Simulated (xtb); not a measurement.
C$_{5}$H$_{13}$O$_{3}$Si (SMILES CCO[Si](C)([O])OCC), doublet, geometry from GFN2-xTB; xtb with GFN2-xTB.

Here is a job for xtb.
```
$ xtb mol.xyz --gfn 2 --uhf 1 --ohess --json

# file mol.xyz
22

C      2.95893654     0.38689636     0.63473230
C      1.69263355     1.15549515     0.98434256
O      0.52673530     0.40969354     0.77593955
Si     0.02485384    -0.27257405    -0.62496166
C      0.58416436    -2.20764428    -0.32958892
O      0.61384821     0.03320750    -2.00139191
O     -1.57080562    -0.53350328    -0.43573956
C     -2.45533194    -0.11798617     0.56287740
C     -2.56361505     1.39653957     0.64998372
H      3.83114492     0.99586567     0.85512287
H      3.01227456    -0.53263596     1.21271682
H      2.94846709     0.14346386    -0.42371502
H      1.64586651     2.06705104     0.37760184
H      1.69488402     1.43071731     2.04558358
H      1.62611951    -2.25967722    -0.59298640
H      0.39468657    -2.42592751     0.70846750
H     -0.03920568    -2.77063351    -1.00169045
H     -3.42587355    -0.55939607     0.30615436
H     -2.13880731    -0.52060528     1.53356867
H     -2.84308328     1.80121798    -0.31916021
H     -3.31085018     1.67566247     1.38813488
H     -1.60252520     1.81594797     0.93511761
```

**Question.** What does xtb print? Leave out banner, timings and long lists.

**Answer.** 
```
   ID    Z sym.   atoms
    1    6 C      1, 2, 5, 8, 9
    2    8 O      3, 6, 7
    3   14 Si     4
    4    1 H      10-22

           -------------------------------------------------
          |                Calculation Setup                |
           -------------------------------------------------

           -------------------------------------------------
          |                 G F N 2 - x T B                 |
           -------------------------------------------------

          ...................................................
          :                      SETUP                      :
          :.................................................:
          :  # basis functions                  55          :
          :  # atomic orbitals                  54          :
          :  # shells                           32          :
          :  # electrons                        55          :
          :  max. iterations                   250          :
          :  Hamiltonian                  GFN2-xTB          :
          :  restarted?                      false          :
          :  GBSA solvation                  false          :
          :  PC potential                    false          :
          :  electronic temp.          300.0000000     K    :
          :  accuracy                    1.0000000          :
          :  -> integral cutoff          0.2500000E+02      :
          :  -> integral neglect         0.1000000E-07      :
          :  -> SCF convergence          0.1000000E-05 Eh   :
          :  -> wf. convergence          0.1000000E-03 e    :
          :  Broyden damping             0.4000000          :
          :  net charge                          0          :
          :  unpaired electrons                  1          :
          ...................................................

 iter      E             dE          RMSdq      gap      omega  full diag
   1    -31.5324774 -0.315325E+02  0.615E+00    8.23       0.0  T
   2    -31.6065566 -0.740792E-01  0.439E+00    7.76       1.0  T
   3    -31.6112575 -0.470082E-02  0.237E+00    7.72       1.0  T
   4    -31.6481387 -0.368813E-01  0.121E+00    7.59       1.0  T
   5    -31.6488351 -0.696379E-03  0.821E-01    7.80       1.0  T
   6    -31.6486101  0.224992E-03  0.456E-01    7.66       1.0  T
   7    -31.6507256 -0.211552E-02  0.135E-01    7.85       1.0  T
   8    -31.6507294 -0.373994E-05  0.725E-02    7.87       1.0  T
   9    -31.6507994 -0.700271E-04  0.127E-02    7.86       1.7  T
  10    -31.6507996 -0.190401E-06  0.909E-03    7.86       2.3  T
  11    -31.6507997 -0.110265E-06  0.308E-03    7.86       6.9  T
  12    -31.6507998 -0.100374E-06  0.209E-03    7.86      10.2  T
  13    -31.6507998 -0.130354E-07  0.953E-04    7.86      22.4  T
  14    -31.6507998 -0.368544E-08  0.348E-04    7.86      61.2  T

   *** convergence criteria satisfied after 14 iterations ***

         :::::::::::::::::::::::::::::::::::::::::::::::::::::
         ::                     SUMMARY                     ::
         :::::::::::::::::::::::::::::::::::::::::::::::::::::
         :: total energy             -31.321739883543 Eh    ::
         :: gradient norm              0.000083789746 Eh/a0 ::
         :: HOMO-LUMO gap              7.856797945256 eV    ::
         ::.................................................::
         :: SCC energy               -31.650685709696 Eh    ::
         :: -> isotropic ES            0.083591706462 Eh    ::
         :: -> anisotropic ES          0.006218604307 Eh    ::
         :: -> anisotropic XC          0.003326737558 Eh    ::
         :: -> dispersion             -0.015691849429 Eh    ::
         :: repulsion energy           0.328945826152 Eh    ::
         :: add. restraining           0.000000000000 Eh    ::
         :: total charge               0.000000000037 e     ::
         :::::::::::::::::::::::::::::::::::::::::::::::::::::

      -----------------------------------------------------------
     |                   =====================                   |
     |                        A N C O P T                        |
     |                   =====================                   |
     |               Approximate Normal Coordinate               |
     |                Rational Function Optimizer                |
      -----------------------------------------------------------
      -----------------------------------------------------------
     |                   =====================                   |
     |                        A N C O P T                        |
     |                   =====================                   |
     |               Approximate Normal Coordinate               |
     |                Rational Function Optimizer                |
      -----------------------------------------------------------

          ...................................................
          :                      SETUP                      :
          :.................................................:
          :   optimization level            normal          :
          :   max. optcycles                   200          :
          :   ANC micro-cycles                  20          :
          :   degrees of freedom                60          :
          :.................................................:
          :   RF solver                   davidson          :
          :   write xtbopt.log                true          :
          :   linear?                        false          :
          :   energy convergence         0.5000000E-05 Eh   :
          :   grad. convergence          0.1000000E-02 Eh/α :
          :   maxmium RF displ.          1.0000000          :
          :   Hlow (freq-cutoff)         0.1000000E-01      :
          :   Hmax (freq-cutoff)         5.0000000          :
          :   S6 in model hess.         20.0000000          :
          ...................................................

[...]
 * total energy  :   -31.3217399 Eh     change       -0.1917201E-08 Eh
   *** GEOMETRY OPTIMIZATION CONVERGED AFTER 1 ITERATIONS ***
         :: total energy             -31.321739885462 Eh    ::
[...]
  65:  2.00  66:  2.04
 IR intensities (km·mol⁻¹)
   1:  0.35   2:  1.76   3:  0.36   4:  1.11   5:  0.10   6:  2.00   7:  2.56   8:  1.28
   9:  0.75  10:  0.27  11:  6.20  12:  1.18  13:  9.42  14:  5.58  15:  1.16  16:  0.49
Molecule has no symmetry elements
It seems to be the C1 point group
  17:  3.87  18: 42.50  19:  6.71  20: 45.11  21:  0.61  22: 17.78  23: 18.13  24: 14.95
  25:  9.50  26:  5.95  27:122.28  28:  0.22  29:  1.66  30:  8.91  31: 16.79  32:  6.11
  33: 11.85  34: 14.06  35:107.52  36: 27.65  37:  9.85  38: 44.66  39:  2.73  40:  1.09
  41: 91.41  42:  8.55  43: 10.56  44: 10.08  45: 10.77  46:  3.17  47:  7.44  48:  9.64
  49:  8.63  50:  6.49  51:  4.06  52:  1.55  53:  4.32  54: 34.59  55: 37.77  56: 22.16
  57: 33.27  58: 27.52  59: 18.61  60: 37.35  61: 11.47  62: 20.25  63: 14.37  64:  5.46
  65:  5.34  66:  4.44
 Raman intensities (Ä⁴*amu⁻¹)
   1:  0.00   2:  0.00   3:  0.00   4:  0.00   5:  0.00   6:  0.00   7:  0.00   8:  0.00
   9:  0.00  10:  0.00  11:  0.00  12:  0.00  13:  0.00  14:  0.00  15:  0.00  16:  0.00
  17:  0.00  18:  0.00  19:  0.00  20:  0.00  21:  0.00  22:  0.00  23:  0.00  24:  0.00
  25:  0.00  26:  0.00  27:  0.00  28:  0.00  29:  0.00  30:  0.00  31:  0.00  32:  0.00
  33:  0.00  34:  0.00  35:  0.00  36:  0.00  37:  0.00  38:  0.00  39:  0.00  40:  0.00
  41:  0.00  42:  0.00  43:  0.00  44:  0.00  45:  0.00  46:  0.00  47:  0.00  48:  0.00
  49:  0.00  50:  0.00  51:  0.00  52:  0.00  53:  0.00  54:  0.00  55:  0.00  56:  0.00
  57:  0.00  58:  0.00  59:  0.00  60:  0.00  61:  0.00  62:  0.00  63:  0.00  64:  0.00
  65:  0.00  66:  0.00
 output can be read by thermo (or use thermo option).
 writing <g98.out> molden fake output.
 recommended (thermochemical) frequency scaling factor: 1.0
           -------------------------------------------------
          |             Thermodynamic Functions             |
           -------------------------------------------------

c1  symmetry found (for desy threshold:  0.10E+00) used in thermo

          ...................................................
          :                      SETUP                      :
          :.................................................:
          :  # frequencies                          60      :
          :  # imaginary freq.                       0      :
          :  linear?                             false      :
          :  only rotor calc.                    false      :
          :  symmetry                               c1      :
          :  rotational number                       1      :
          :  scaling factor                  1.0000000      :
          :  rotor cutoff                   50.0000000 cm⁻¹ :
          :  imag. cutoff                  -20.0000000 cm⁻¹ :
          :.................................................:

    mode    ω/cm⁻¹     T·S(HO)/kcal·mol⁻¹    T·S(FR)/kcal·mol⁻¹   T·S(vib)
   ------------------------------------------------------------------------
       1     24.32    -1.86231 (  5.30%)    -1.26966 ( 94.70%)    -1.30106
       2     40.95    -1.55418 ( 31.02%)    -1.11547 ( 68.98%)    -1.25157
       3     60.41    -1.32495 ( 68.05%)    -1.00037 ( 31.95%)    -1.22126
       4     83.71    -1.13354 ( 88.71%)    -0.90375 ( 11.29%)    -1.10760
       5     99.01    -1.03570 ( 93.89%)    -0.85406 (  6.11%)    -1.02460
       6    115.16    -0.94815 ( 96.57%)    -0.80932 (  3.43%)    -0.94338
       7    148.10    -0.80396 ( 98.72%)    -0.73480 (  1.28%)    -0.80307
       8    153.32    -0.78431 ( 98.88%)    -0.72454 (  1.12%)    -0.78365
       9    162.56    -0.75127 ( 99.11%)    -0.70721 (  0.89%)    -0.75088
      10    222.18    -0.57879 ( 99.74%)    -0.61467 (  0.26%)    -0.57888
      11    255.53    -0.50449 ( 99.85%)    -0.57324 (  0.15%)    -0.50459
      12    283.78    -0.45044 ( 99.90%)    -0.54218 (  0.10%)    -0.45052
      13    293.05    -0.43419 ( 99.92%)    -0.53266 (  0.08%)    -0.43427
   ------------------------------------------------------------------------

   temp. (K)  partition function   enthalpy   heat capacity  entropy
                                   cal/mol     cal/K/mol   cal/K/mol   J/K/mol
 298.15  VIB  0.221E+06             6685.603     36.708     43.491
         ROT  0.706E+06              888.752      2.981     29.743
         INT  0.156E+12             7574.356     39.689     73.234
         TR   0.176E+28             1481.254      4.968     40.893
         TOT                        9055.6095    44.6567   114.1271   477.5079

       T/K    H(0)-H(T)+PV         H(T)/Eh          T*S/Eh         G(T)/Eh
   ------------------------------------------------------------------------
    298.15    0.144310E-01    0.192501E+00    0.542255E-01    0.138276E+00
   ------------------------------------------------------------------------

         :::::::::::::::::::::::::::::::::::::::::::::::::::::
         ::                  THERMODYNAMIC                  ::
         :::::::::::::::::::::::::::::::::::::::::::::::::::::
         :: total free energy         -31.183463967728 Eh   ::
         ::.................................................::
         :: total energy              -31.321739885461 Eh   ::
         :: zero point energy           0.178070365119 Eh   ::
         :: G(RRHO) w/o ZPVE           -0.039794447386 Eh   ::
         :: G(RRHO) contrib.            0.138275917733 Eh   ::
         :::::::::::::::::::::::::::::::::::::::::::::::::::::

optimized geometry written to: xtbopt.xyz

           -------------------------------------------------
          | TOTAL ENERGY              -31.321739885461 Eh   |
          | TOTAL ENTHALPY            -31.129238488075 Eh   |
          | TOTAL FREE ENERGY         -31.183463967728 Eh   |
          | GRADIENT NORM               0.000081725556 Eh/α |
          | HOMO-LUMO GAP               7.856776734494 eV   |
           -------------------------------------------------

normal termination of xtb
```
